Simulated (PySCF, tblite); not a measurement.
Species: C₇H₁₀OP₂.
Structure used (GFN2-xTB), in Å, numbered top down from 1:
```xyz
20
C7H10OP2 angstrom
C     -2.962   -0.908    0.432
C     -2.424    0.090   -0.594
C     -1.063    0.579   -0.172
C      0.031   -0.193   -0.489
C      1.370    0.007   -0.159
O      2.192   -0.966   -0.640
C      3.557   -0.864   -0.336
P      2.035    1.336    0.773
C      0.622    2.262    1.127
P     -1.048    2.067    0.753
H     -2.296   -1.765    0.513
H     -3.949   -1.259    0.142
H     -3.033   -0.437    1.411
H     -3.114    0.934   -0.666
H     -2.364   -0.391   -1.572
H     -0.144   -1.090   -1.076
H      3.982    0.067   -0.729
H      4.040   -1.718   -0.807
H      3.722   -0.894    0.748
H      0.841    3.153    1.710
```

Method: PBE0/pcSseg-1 in PySCF (dipole) on a GFN2-xTB geometry, gas phase.

Masses are those of the commonest isotopes; rigid-rotor values at the optimised geometry. The values belong to one conformer with, in the numbering `[CH3:1][CH2:2][c:3]1[cH:4][c:5]([O:6][CH3:7])[p:8][cH:9][p:10]1`, C1–C2–C3–C4 84°, C4–C5–O6–C7 -179°.

(1) What are A, B and C (MHz)?

(2) What kind of rotor is it?

(3) What does the inertial defect say?

(4) Which lines would a microwave search look for?

(5) Estimate the classical rotational partition function at 50 K, 100 K and 200 K.

Answers

(1) Ia = 320.20, Ib = 714.66, Ic = 984.52 u·Å²; 505379 MHz·u·Å²/I gives A = 1578, B = 707.2, C = 513.3 MHz.

(2) An asymmetric top; Ray's κ = -0.636.

(3) Not planar: Δ = Ic − Ia − Ib = -50.34 u·Å². For a rigid frame Δ = −2 Σ m c², so Σ m c² = 25.17 u·Å² lies off the ab plane: 8.80 from hydrogen and 16.37 from heavier atoms. The atom farthest from that plane is 1.54 Å away.

(4) The dipole components are |μa| = 0.85 D, |μb| = 1.56 D, |μc| = 0.11 D. Intensities carry the squares of the components, which stand as 0.30 : 1.00 : 0.00 (a : b : c). Some lines, for components of 0.1 D or more:

```
type  branch         J(Ka,Kc)   MHz  lower level (cm⁻¹)
   a       Q  2(1,1) ← 2(1,2)   582               0.145
   c       Q  2(1,2) ← 2(0,2)   706               0.121
   c       Q  1(1,1) ← 1(0,1)   871               0.041
   b       Q  1(1,0) ← 1(0,1)  1065               0.041
   a       R  1(0,1) ← 0(0,0)  1220               0.000
   b       Q  2(1,1) ← 2(0,2)  1288               0.121
   b       R  2(0,2) ← 1(1,1)  1541               0.070
   b       R  1(1,1) ← 0(0,0)  2092               0.000
   a       R  2(1,2) ← 1(1,1)  2247               0.070
   c       R  1(1,0) ← 0(0,0)  2285               0.000
   a       R  2(0,2) ← 1(0,1)  2412               0.041
   a       R  2(1,1) ← 1(1,0)  2635               0.076
   b       Q  2(2,0) ← 2(1,1)  2642               0.164
   b       R  2(1,2) ← 1(0,1)  3118               0.041
   b       Q  2(2,1) ← 2(1,2)  3195               0.145
   c       R  2(1,1) ← 1(0,1)  3700               0.041
   b       R  2(2,1) ← 1(1,0)  5248               0.076
   c       R  2(2,0) ← 1(1,0)  5277               0.076
   c       R  2(2,1) ← 1(1,1)  5442               0.070
   b       R  2(2,0) ← 1(1,1)  5471               0.070
```

(5) Point group C1, symmetry number σ = 1; q = (√π/σ)·√((kT/h)³/(ABC)), k/h = 20836.6 MHz/K: 78700 at 50 K, 223000 at 100 K, 630000 at 200 K.

Its GFN2-xTB frequencies are all real (lowest 44 cm⁻¹). Zero-point vibration and centrifugal distortion are left out. A rigid rotor knows nothing of internal rotation, which can split or shift real lines.
